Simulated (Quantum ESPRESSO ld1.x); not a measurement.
The numbers below are computed, except where a source is named.
Question: The mean radii <r> (bohr) of the occupied orbitals of an atom or ion are listed with their occupations. Code: ld1.x of Quantum ESPRESSO 7.5. Model: Dirac Kohn-Sham, relativistic LDA (MacDonald-Vosko exchange, VWN5 correlation), spin-unpolarised, spherical densities, point nucleus.

| orbital | occ. | <r> |
|---|---|---|
| 1s1/2 | 2 | 0.04876 |
| 2s1/2 | 2 | 0.2183 |
| 2p1/2 | 2 | 0.1886 |
| 2p3/2 | 4 | 0.1921 |
| 3s1/2 | 2 | 0.6538 |
| 3p1/2 | 2 | 0.6731 |
| 3p3/2 | 4 | 0.6840 |
| 3d3/2 | 4 | 0.8042 |
| 3d5/2 | 6 | 0.8105 |
| 4s1/2 | 2 | 2.206 |

Name the element and its charge. Open shells, if any, are shared by 2j + 1.

Answer: Z = 31, gallium, charge +1: Ga+ in [Ar] 3d10 4s2. The 1s radius gives Z: for a bare nucleus <r> = (2 gamma + 1)/(2Z) with gamma = sqrt(1 - (Z/c)^2), 0.04755 bohr for Z = 31, and screening makes it slightly larger (0.04876 here). The occupations add up to 30, and the charge is Z minus that.
